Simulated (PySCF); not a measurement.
Two species compared at the same levels of theory.

First species: C₃H₄F₄O₂Si.
Bonds: O1–C2 (double), C2–O3, O3–C4, C4–C5, C5–F6, C5–F7, C5–F8, C2–Si9, Si9–F10. Hydrogens: H11, H12 on C4; H13, H14 on Si9.

Second species: C₇H₁₇OP.
Atom-mapped SMILES: `[CH3:1][O:2][CH2:3][P:4]([CH3:5])[CH2:6][CH:7]([CH3:8])[CH3:9]` (hydrogens: H10, H11, H12 on C1; H13, H14 on C3; H15, H16, H17 on C5; H18, H19 on C6; H20 on C7; H21, H22, H23 on C8; H24, H25, H26 on C9)

Cartesian coordinates in Å at the GFN2-xTB level; atoms count from 1:
```xyz
26
C7H17OP angstrom
C      3.137    1.114    0.030
O      2.078    0.227   -0.207
C      1.591   -0.373    0.965
P      0.167   -1.521    0.574
C      1.017   -2.514   -0.736
C     -0.792   -0.397   -0.560
C     -1.569    0.693    0.178
C     -2.198    1.658   -0.826
C     -2.638    0.079    1.076
H      3.426    1.523   -0.937
H      2.828    1.931    0.695
H      3.995    0.600    0.482
H      1.247    0.387    1.685
H      2.377   -0.964    1.463
H      0.282   -3.148   -1.229
H      1.496   -1.861   -1.462
H      1.763   -3.152   -0.264
H     -1.490   -1.032   -1.115
H     -0.089    0.048   -1.268
H     -0.871    1.259    0.805
H     -1.433    2.125   -1.442
H     -2.889    1.128   -1.479
H     -2.748    2.441   -0.309
H     -3.157    0.851    1.640
H     -3.368   -0.462    0.478
H     -2.182   -0.619    1.776
```

Levels: PBE0/pcSseg-1 for dipole moment, HOMO energy, LUMO energy and HOMO–LUMO gap; GFN2-xTB for rotational constant A and rotational constant C. Geometries: GFN2-xTB. Each species is one conformer at its optimised geometry, gas phase, non-relativistic unless stated. Electronic properties by PySCF.

The conformers computed, where there is a choice (atom-mapped SMILES and torsion angles):
- `[O:1]=[C:2]([O:3][CH2:4][C:5]([F:6])([F:7])[F:8])[SiH2:9][F:10]`: O1–C2–O3–C4 2°, C2–O3–C4–C5 104°, O3–C4–C5–F6 -54°, O1–C2–Si9–F10 122°
- `[CH3:1][O:2][CH2:3][P:4]([CH3:5])[CH2:6][CH:7]([CH3:8])[CH3:9]`: C1–O2–C3–P4 179°, O2–C3–P4–C5 52°, C3–P4–C6–C7 -77°, P4–C6–C7–C8 174°

Values for the first species:

* Dipole moment: 0.93 D
* HOMO energy: -8.46 eV
* LUMO energy: -1.52 eV
* HOMO–LUMO gap: 6.94 eV
* Rotational constant A: 2.451 GHz
* Rotational constant C: 0.499 GHz

**Question.** Estimate the same properties for the second species, and the change in each.

**Answer.** 
```json
{"property": "dipole moment", "first": "0.93 D", "second": "1.66 D", "second less first": "+0.73 D"}
{"property": "HOMO energy", "first": "-8.46 eV", "second": "-6.46 eV", "second less first": "+2.00 eV"}
{"property": "LUMO energy", "first": "-1.52 eV", "second": "1.18 eV", "second less first": "+2.70 eV"}
{"property": "HOMO–LUMO gap", "first": "6.94 eV", "second": "7.64 eV", "second less first": "+0.70 eV"}
{"property": "rotational constant A", "first": "2.451 GHz", "second": "1.642 GHz", "second less first": "-0.809 GHz"}
{"property": "rotational constant C", "first": "0.499 GHz", "second": "0.677 GHz", "second less first": "+0.178 GHz"}
```

On the first: A dipole of 0.93 D is allowed in C1, and pure rotational transitions are dipole-allowed. In atomic units the dipole is 0.37 e·bohr (1 au = 2.5417 D).

On the second: The dipole matches unit charges of opposite sign 0.34 Å apart (1 e·Å = 4.8032 D).
